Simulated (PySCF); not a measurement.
Isomers of C5H3F3, one GFN2-xTB conformer each. Single-point energies are computed at PBE0/pcSseg-1 (PySCF, gas phase, no added dispersion term), electronic only.

| SMILES | GFN2-xTB relative energy (kcal/mol) |
| --- | --- |
| C#C/C(F)=C(\F)CF | 0.0 |
| FC(F)(F)C=C1C=C1 | 3.8 |

Conformers: `[CH:1]#[C:2]/[C:3]([F:4])=[C:5](\[F:6])[CH2:7][F:8]` with C3–C5–C7–F8 93°.

**Question.** What does PBE0/pcSseg-1 give for the same structures?

**Answer.** 
```json
{"SMILES": "FC(F)(F)C=C1C=C1", "PBE0/pcSseg-1 E (Eh)": "-491.20765", "PBE0/pcSseg-1 (kcal/mol)": "0.0", "GFN2-xTB (kcal/mol)": "3.8", "point group": "Cs"}
{"SMILES": "C#C/C(F)=C(\\F)CF", "PBE0/pcSseg-1 E (Eh)": "-491.18514", "PBE0/pcSseg-1 (kcal/mol)": "14.1", "GFN2-xTB (kcal/mol)": "0.0", "point group": "C1"}
```

GFN2-xTB puts C#C/C(F)=C(\F)CF lowest instead. As drawn, the lower has a three-membered ring and two fluorines on one carbon, which the higher lacks; the higher has a C≡C bond, which the lower lacks.

**Question.** Which frontier levels, dipoles and rotational constants go with these structures?

**Answer.** 
| SMILES | HOMO (eV, PBE0/pcSseg-1) | LUMO (eV) | dipole (D) | A, B, C (MHz) |
| --- | --- | --- | --- | --- |
| FC(F)(F)C=C1C=C1 | -6.98 | -1.21 | 4.73 | 4765, 1277, 1219 |
| C#C/C(F)=C(\F)CF | -7.46 | -1.55 | 1.88 | 3600, 1335, 1048 |
